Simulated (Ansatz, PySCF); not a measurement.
Stepwise substitution at one centre (Ga Br-H). Gas-phase values, no solvent. Strings in code marks are SMILES.

Quantity: redistribution energy (mixed species minus the weighted end members), in kJ/mol.

Level 1: PBE-D3(BJ)/def2-TZVP (PySCF)
Level 2: PBE/6-31G* // PBE-D3(BJ)/def2-TZVP (PySCF)
Level 3: SVWN5/6-31G* // PBE-D3(BJ)/def2-TZVP (PySCF)
Level 4: HF/cc-pVTZ // PBE-D3(BJ)/def2-TZVP (Ansatz, a quantum-chemistry and plane-wave program)

```
species                                   level 2  level 3  level 4
----------------------------------------  -------  -------  -------
2 of 3 Br replaced by H: `[Br][GaH2]`      -14.63   -14.94   -14.75
1 of 3 Br replaced by H: `[Br][GaH][Br]`   -14.57   -15.39   -14.61
```

Question: What does level 1 give for each?

Answer: 
- 2 of 3 Br replaced by H: `[Br][GaH2]`: -13.53
- 1 of 3 Br replaced by H: `[Br][GaH][Br]`: -13.86
